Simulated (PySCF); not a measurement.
Bonds (- single, = double, # triple, : aromatic): C1=C2 1.329 Å, C2-C3 1.500 Å, C2-Si4 1.887 Å, Si4-C5 1.932 Å, C5-F6 1.365 Å, C5-Cl7 1.783 Å. C1 carries H8, H9; C3 carries H10, H11, H12; Si4 carries H13, H14; C5 carries H15. Stereochemistry as in C=C(C)[SiH2][C@H](F)Cl. H8 is cis to C3; H13 is pro-R; H14 is pro-S; H9 is trans to C3.

[PySCF 2.14: structure optimised with GFN2-xTB; PBE0/pcSseg-1 with gauge-including orbitals; averaged over atoms made equivalent by symmetry, fast rotation or ring inversion; a single conformation; non-relativistic Hamiltonian; gas phase]

Referencing at the same level of theory: TMS for ¹³C (σ = 186.93 ppm), ¹H (σ = 31.72 ppm), ²⁹Si (σ = 349.16 ppm); CFCl3 for ¹⁹F (σ = 170.95 ppm); ³⁵Cl (σ = 949.78 ppm) against HCl.

| atoms | nucleus | count | Hirshfeld charge | δ (ppm) |
| --- | --- | --- | --- | --- |
| C3 | ¹³C | 1 | -0.12 | 27.2 |
| C2 | ¹³C | 1 | -0.08 | 147.2 |
| Cl7 | ³⁵Cl | 1 | -0.07 | 211 |
| H14 | ¹H | 1 | -0.07 | ? |
| C1 | ¹³C | 1 | -0.10 | 137.6 |
| C5 | ¹³C | 1 | 0.01 | 105.8 |
| H13 | ¹H | 1 | -0.07 | 4.52 |
| Si4 | ²⁹Si | 1 | 0.32 | -41.9 |
| H10/H11/H12 | ¹H | 3 | 0.05 | ? |
| H15 | ¹H | 1 | 0.05 | 6.64 |
| F6 | ¹⁹F | 1 | -0.10 | ? |
| H8 | ¹H | 1 | 0.05 | ? |
| H9 | ¹H | 1 | 0.04 | 5.83 |

Complete the table.

## Answers


- H8: 6.22 ppm, hydrogen on a terminal =CH2 carbon; a vinylic proton, deshielded by the sp2 carbon and the C=C anisotropy
- H14: 4.25 ppm, hydrogen on a silicon bonded to 2 C
- H10/H11/H12: 2.00 ppm, hydrogen on an allylic methyl carbon; allylic position
- F6: -189.5 ppm, fluorine on an sp3 carbon

Carbons that carry Cl, above all several Cl atoms, come out too deshielded, partly because spin–orbit coupling is missing. Shifts are as computed. Against solution values, carbons near 30 ppm lie about +3 ppm off and those near 130 ppm about +5 ppm; carbons on Cl a further +6 ppm. Of 1211 compounds with measured shifts, 218 miss one by over three times the rms of a fit or turn the order of signals round; such compounds aren't used in these exercises. Unscaled 19F shifts against computed CFCl3 carry errors that often reach 10 to 50 ppm.
